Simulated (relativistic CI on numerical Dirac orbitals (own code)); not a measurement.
## Hyperfine structure of Cs XXXVI, mass number 133

Calculated at this level of theory: Dirac-Coulomb-Breit CI, separate exchange-only KLI orbitals for each configuration, model QED (radiative potential, 1s self-energy scaled to tabulated hydrogen-like ionisation energies), unscaled Slater integrals (own radial code, finite nucleus).

Configuration list (outside the closed core [Ne]): 3s2.3p6.3d2, 3s2.3p5.3d3, 3s.3p6.3d3, 3s2.3p6.3d.4s, 3s2.3p6.3d.4p, 3s2.3p6.3d.4d, 3s2.3p5.3d2.4s, 3s2.3p6.3d.4f, 3s2.3p5.3d2.4p, 3s2.3p5.3d2.4d, 3p6.3d4, 3p5.3d5, 3p5.3d4.4s, 3p6.3d3.4s, 3p5.3d3.4s2. Double excitations out of closed p, d and f shells are left out; levels of such configurations are missing from the list, as are those of other unlisted configurations, and high levels can miss mixing partners. These lack a partner that the ground configuration has and come out too high: 3s2.3p5.3d2.4p, 3s2.3p5.3d2.4d.

Nuclear spin I = 7/2, μ = 2.5778 μN, Q = -0.0034 b (tables of Stone and Pyykkö). The electronic factors are computed for point nuclear moments, without core polarisation or the Bohr-Weisskopf and QED corrections.

```csv
Level,E (eV),A (MHz),B (MHz)
3s2.3p6.3d2 3F_2,0.0000,26440,-14.6
3s2.3p6.3d2 3F_3,15.8359,15300,-36.4
3s2.3p6.3d2 3F_4,24.0314,15090,-117
3s2.3p6.3d2 3P_1,26.0524,-554.3,-35.9
3s2.3p6.3d2 1G_4,38.8062,12250,-141
3s2.3p6.3d2 3P_2,42.6639,10610,60.5
```

Levels with J = 0, under 50 % of one LS term, or S terms without an open s electron are left out. Small factors come from cancelling terms and can be off by tens of per cent or more.

At this charge energies of transitions that change n are usually good to better than 1 %, and those within a shell (Δn = 0) to a few per cent. Terms inside the open d or f shell come out 10 to 20 % too wide with unscaled integrals.

**Question.** Give the hyperfine levels of 3s2.3p6.3d2 3F_2 relative to its centre of gravity.

**Answer.** With K = F(F + 1) − I(I + 1) − J(J + 1), E = AK/2 + B[¾K(K + 1) − I(I + 1)J(J + 1)]/[2I(2I − 1)J(2J − 1)]: F = 3/2: -238000, F = 5/2: -171900, F = 7/2: -79320, F = 9/2: 39670, F = 11/2: 185100 MHz.

LS names give the leading component of a level, which can be under half, so a name can repeat, a term be missing and a line seem to break the LS rules.
